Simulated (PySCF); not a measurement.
A structure optimised at PBE-D3(BJ)/def2-SVP, used in a PySCF frequency run:

```
C
H 1 1.1081
H 1 1.1110 2 106.17
C 1 1.5311 2 110.58 3 -119.55
H 4 1.1128 1 113.48 2 73.64
H 4 1.1175 5 104.22 1 121.36
C 4 1.5048 5 109.10 6 111.84
O 7 1.2206 4 122.64 5 142.41
H 7 1.1279 8 120.34 4 -178.06
Si 1 1.9094 2 106.78 3 113.60
H 10 1.4944 1 115.27 2 -140.32
H 10 1.4999 11 113.33 8 68.30
Cl 10 2.1151 11 104.69 12 114.38
```
Charge 0, spin multiplicity 1.

Problem. Write its SMILES and formula.

Solution. O=CCC[SiH2]Cl, C₃H₇ClOSi

Problem. What are its rotational constants (standard atomic weights)?

Solution. 5.8779, 1.0921, 0.95481 GHz
